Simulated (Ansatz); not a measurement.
Wavefunction ladder for C3H3F2InO2, SMILES `[F][In-]1([F])[O]C=CC=[O+]1`

```
atom    x (Å)    y (Å)    z (Å)
  F1  -1.9755  -0.1187  -2.6600
 In2  -1.0040   0.9123  -1.3463
  F3  -1.0296   2.8438  -1.3697
  O4   0.9683   0.2131  -1.1904
  C5   1.4200  -0.3814  -0.1682
  C6   0.7574  -0.6886   1.0156
  C7  -0.5691  -0.3900   1.3093
  O8  -1.4205   0.2028   0.5840
  H9   2.4702  -0.6862  -0.2431
 H10   1.3251  -1.2061   1.7770
 H11  -0.9424  -0.7010   2.2918
```

Total charge 0; spin multiplicity 1. Correlated methods include outer-core shells of In, which these sets cover unevenly. In: def2 effective core potential. The structure was optimised at the PBE0-D4/def2-TZVP level. Frozen core, restricted reference, Ansatz.

```tsv
basis	HF (Eh)	MP2 corr.
def2-SVP	-652.88209	-1.20017
def2-TZVPP	-653.46113	-1.70097
def2-QZVPP	-653.48492	-2.00914
```

Q: Estimate the CCSD correlation energy and the (T) correction in each basis where they were run (hartree).

A: 
| basis | CCSD corr. | (T) |
| --- | --- | --- |
| def2-SVP | -1.22636 | -0.03683 |
